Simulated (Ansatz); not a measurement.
`C[As]1C[SiH2]1` + SiH₄ → `[SiH3][As]1C[SiH2]1` + CH₄  (formal exchange of groups at the As–C bond)

Computed with Ansatz on PBE0-D4/def2-TZVP structures; ΔE is electronic, products minus reactants. CCSD(T)/CBS adds triple-zeta CCSD(T) − MP2 to the extrapolated MP2 energy (def2 sets, frozen cores). This one scheme is used for every species. DFT in def2-TZVPP. For As outer-core shells are correlated without core-valence functions, which leaves a few kJ/mol of doubt a bond. Scalar relativity is left out up to krypton.

```
             level  ΔE (kJ/mol)
            B2PLYP        -73.5
               PBE        -79.4
            r2SCAN        -80.1
              PBE0        -80.4
     HF/def2-TZVPP        -67.4
CCSD(T)/def2-TZVPP        -72.2
     HF/def2-QZVPP        -66.9
SCS-MP2/def2-QZVPP        -73.9
```

What does CCSD(T)/CBS give? (An estimate is asked.)

The calculation gave: -78.0 kJ/mol. The listed levels differ from it by 4.5, -1.4, -2.1, -2.4, 10.6, 5.8, 11.1, 4.1 kJ/mol.

Largest T1 diagnostic among the species: 0.012.

The D4 term adds −4.5 kJ/mol with B3LYP and −2.5 kJ/mol with PBE0; it sums over pairs of atoms, weighted by their polarisabilities, and B3LYP, whose exchange is more repulsive, gets the larger term. In def2-TZVPP, CCSD(T) changes the Hartree–Fock value by −4.7 kJ/mol (the triples alone add −1.5 kJ/mol) and MP2 by −9.1 kJ/mol.

B3LYP here is the variant with VWN-RPA as its local correlation; programs differ in this.
